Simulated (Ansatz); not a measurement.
(CuH)3 ring (Cu₃H₃). Charge 0, multiplicity 3. Geometry PBE-D4/def2-SVP, that of the neutral singlet; atoms count from 1.

Cartesian coordinates in Å:
```
Cu 0.546 -1.222 0.084
H -0.797 -1.456 -0.907
Cu -1.111 0.189 -0.726
H -0.770 1.723 -0.118
Cu 0.565 1.032 0.642
H 1.567 -0.267 1.025
```

At PBE0-D4/def2-TZVP a singlet of charge 0 lies 3.71 eV below the triplet at the same geometry.

Q: Estimate the Mulliken populations from the PBE0/def2-TZVP orbitals of Ansatz.

A: 
```
atom  charge (e)  spin (α − β)  d electrons
 Cu1       -0.26          1.22         9.43
  H2        0.18          0.04            –
 Cu3       -0.10          0.18         9.86
  H4        0.14          0.19            –
 Cu5       -0.14          0.42         9.75
  H6        0.18         -0.05            –
```
Mulliken values depend strongly on the basis.

Q: Where does the spin sit?

A: Summed by element: Cu 1.82, H 0.18, of 2 unpaired in all. Largest on single atoms: Cu1 1.22, Cu5 0.42, H4 0.19.

Q: And the Mayer bond orders between heavy atoms (over 0.3)?

A: Cu1–Cu3 0.50 (2.32 Å); Cu1–Cu5 0.68 (2.32 Å); Cu3–Cu5 0.54 (2.32 Å).
